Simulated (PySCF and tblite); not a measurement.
The numbers below are computed, except where a source is named.
System: C4H5F4Si (charge +1), numbered as in [CH2:1]=[C:2]([F:3])[C+:4]([CH3:5])[Si:6]([F:7])([F:8])[F:9].

For the rotation about the C2–C4 bond (torsion C1–C2–C4–C5 from 180° to 360°, rising): electronic barrier 30.80 kcal/mol, zero-point change -1.54 kcal/mol, thermal and entropy terms at 298.15 K a further -0.30 kcal/mol (symmetry numbers apart). The minimum is Cs, the saddle C1. Level: PBE0/pcSseg-1 + D3(BJ) on GFN2-xTB stationary points, with GFN2-xTB thermal terms. Rates follow Eyring's equation with the number of equivalent paths and no tunnelling. Run with tblite and PySCF.

Problem. How many equivalent paths lead out of the minimum?

Solution. 2: the symmetry number of the minimum is 1, that of the saddle displaced along its mode 1, and the displaced saddle is chiral while the minimum is not, which doubles the count.

Problem. Work out the rate at 298.15 K.

Solution. ΔG‡ = 28.96 kcal/mol; k_B T/h = 6.2×10¹² s⁻¹; exp(−ΔG‡/RT) = 5.9×10⁻²²; times 2 gives k = 7.3×10⁻⁹ s⁻¹. Wigner's tunnelling factor for the 389i cm⁻¹ mode would be 1.15.

The ion is treated without a counter-ion.
